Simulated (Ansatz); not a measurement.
One geometry of C₁₁H₁₄OZr, SMILES `[CH3][Zr]12345678([OH])([C@H]9[C@@H]1[C@@H]2[C@@H]3[C@H]94)[C@H]1[C@@H]5[C@@H]6[C@@H]7[C@H]18`, several functionals.

```yaml
crystal:
  periodic: [false, false, false]
  atoms:
    - {symbol: C, position_ang: [-1.546252, -1.747739, 0.042872]}
    - {symbol: Zr, position_ang: [-0.207724, 0.073342, 0.337996]}
    - {symbol: O, position_ang: [-0.944964, 0.708502, 2.057720]}
    - {symbol: C, position_ang: [-1.419740, 0.592459, -1.844087]}
    - {symbol: C, position_ang: [-2.056071, 1.364350, -0.843983]}
    - {symbol: C, position_ang: [-1.141272, 2.326176, -0.386248]}
    - {symbol: C, position_ang: [0.073653, 2.137560, -1.076699]}
    - {symbol: C, position_ang: [-0.108750, 1.075109, -1.995533]}
    - {symbol: C, position_ang: [2.013950, -0.038971, 1.558549]}
    - {symbol: C, position_ang: [2.309783, 0.143635, 0.193822]}
    - {symbol: C, position_ang: [1.910491, -1.023136, -0.497807]}
    - {symbol: C, position_ang: [1.369945, -1.922016, 0.441694]}
    - {symbol: C, position_ang: [1.426971, -1.311977, 1.710804]}
    - {symbol: H, position_ang: [-1.342380, -2.333003, -0.859610]}
    - {symbol: H, position_ang: [-2.591257, -1.424390, -0.001420]}
    - {symbol: H, position_ang: [-1.444161, -2.420203, 0.901705]}
    - {symbol: H, position_ang: [-0.671821, 0.492997, 2.947849]}
    - {symbol: H, position_ang: [-1.862912, -0.227912, -2.387105]}
    - {symbol: H, position_ang: [-3.059321, 1.218013, -0.472530]}
    - {symbol: H, position_ang: [-1.314685, 3.033696, 0.410046]}
    - {symbol: H, position_ang: [0.970185, 2.726972, -0.953886]}
    - {symbol: H, position_ang: [0.631942, 0.699519, -2.685635]}
    - {symbol: H, position_ang: [2.184991, 0.682969, 2.343693]}
    - {symbol: H, position_ang: [2.772520, 1.015165, -0.243739]}
    - {symbol: H, position_ang: [2.008785, -1.199152, -1.558585]}
    - {symbol: H, position_ang: [0.970640, -2.900115, 0.225787]}
    - {symbol: H, position_ang: [1.067435, -1.741860, 2.634342]}
basis:
  gaussian: {orbitals: def2-TZVPP}
hamiltonian: {xc: {name: PBE-QIDH}}
```

```sh
$ ansatz run in.yaml --threads 11 --pin off --events-out ev --progress --plain --max-ram 110592MiB --backend cuda --devices 0, --max-vram 75GiB
```

It prints (some lines left out):

```
Functional definition: PBE-QIDH
3753 factors; integrals over basis functions are off by at most 1.1e-3 eV
mean field evaluation 1: about -14910.1016 eV, gradient 8.6e1 eV
mean field evaluation 2: about -14910.6630 eV, gradient 8.5e1 eV
mean field evaluation 4: about -14926.4422 eV, gradient 1.2e1 eV
mean field evaluation 8: about -14926.7679 eV, gradient 7.3e-1 eV
mean field evaluation 16: about -14926.7694 eV, gradient 1.3e-3 eV
mean field -14926.76940297 eV, -548.5486578314 hartree, gradient 8.4e-6 eV, S^2 0.000000; 0 other end points of the search recorded, 0 dependent functions left out
12 core orbitals not correlated: weight in the atoms' cores, before any rotation towards them, 1.000 or more for the frozen orbitals, at most 0.000 for the correlated occupied ones
reference -14926.76942340 eV, -548.5486585823 hartree; 38, 38 occupied and 574, 574 virtual orbitals, 3753 factors
second order -75.26346469 eV of doubles, -0.00000000 eV of singles
Total energy: -14951.85724496 eV, -549.4706190196 hartree
```

It took 3.8 s on 11 threads of an AMD EPYC 7R13 on a shared host and a whole NVIDIA H100 80 GB, with 4.6 GiB of host memory at the peak.

Changing it to `hamiltonian: {xc: hse06, dispersion: d4}` (abridged; 2.7 s):

```
Functional definition: HSE06
mean field evaluation 16: about -14954.1188 eV, gradient 4.2e-2 eV
mean field -14954.11879506 eV, -549.5537294527 hartree, gradient 4.0e-5 eV, S^2 0.000000
Total energy: -14954.84148688 eV, -549.5802878871 hartree
```

With the line `hamiltonian: {xc: lda}` (abridged; 2.2 s):

```
Functional definition: SPW92
mean field evaluation 16: about -14846.6133 eV, gradient 2.5e-2 eV
mean field -14846.61326832 eV, -545.6029742148 hartree, gradient 3.9e-5 eV, S^2 0.000000
Total energy: -14846.61333803 eV, -545.6029767767 hartree
```

Changing it to `hamiltonian: {xc: {name: BHLYP}, dispersion: d4}` (abridged; 2.3 s):

```
Functional definition: BHLYP
mean field evaluation 16: about -14960.1495 eV, gradient 2.5e-4 eV
mean field -14960.14950762 eV, -549.7753540516 hartree, gradient 3.3e-5 eV, S^2 0.000000
Total energy: -14961.24870778 eV, -549.8157489125 hartree
```

The same input with `hamiltonian: {xc: {name: B3LYP}, dispersion: d4}` and forces (abridged; 3.3 s):

```
Functional definition: B3LYP
mean field evaluation 16: about -14971.7604 eV, gradient 3.0e-2 eV
mean field -14971.76041104 eV, -550.2020468821 hartree, gradient 5.4e-5 eV, S^2 0.000000
Total energy: -14973.15718206 eV, -550.2533772702 hartree
Atom 0 force    -0.150357    -0.156971     0.003423 eV/Å
Atom 1 force    -0.095226    -0.061247     0.064579 eV/Å
Atom 2 force    -0.075784     0.045918     0.171168 eV/Å
Atom 3 force    -0.128260    -0.117778    -0.208623 eV/Å
Atom 4 force    -0.267477     0.034580     0.027112 eV/Å
Atom 5 force    -0.077683     0.233446     0.102645 eV/Å
Atom 6 force     0.175841     0.208086    -0.029020 eV/Å
Atom 7 force     0.131646    -0.035452    -0.233642 eV/Å
Atom 8 force     0.137627     0.128298     0.191905 eV/Å
Atom 9 force     0.202939     0.167869    -0.079124 eV/Å
Atom 10 force     0.098896    -0.089956    -0.234189 eV/Å
Atom 11 force     0.022326    -0.271663    -0.035445 eV/Å
Atom 12 force    -0.000296    -0.143902     0.227129 eV/Å
Atom 13 force    -0.017197     0.028307     0.052435 eV/Å
Atom 14 force     0.056967    -0.033099     0.001501 eV/Å
Atom 15 force    -0.014367     0.030395    -0.055055 eV/Å
Atom 16 force    -0.016204     0.011096     0.042497 eV/Å
Atom 17 force     0.038501     0.076816     0.040127 eV/Å
Atom 18 force     0.080869     0.013967    -0.034548 eV/Å
Atom 19 force     0.013834    -0.052458    -0.072311 eV/Å
Atom 20 force    -0.076736    -0.047515    -0.013542 eV/Å
Atom 21 force    -0.065251     0.033919     0.057071 eV/Å
Atom 22 force    -0.010790    -0.059950    -0.061809 eV/Å
Atom 23 force    -0.035819    -0.077066     0.039021 eV/Å
Atom 24 force    -0.004093     0.013971     0.089205 eV/Å
Atom 25 force     0.045693     0.085333     0.021149 eV/Å
Atom 26 force     0.030400     0.035054    -0.073659 eV/Å
Dipole moment:     0.404594     0.079938     0.017310 e Å
```

HSE06 is the plane-wave form, built on full-range PBE exchange.

B3LYP takes the VWN-RPA correlation (the form of Gaussian; ORCA's B3LYP/G).
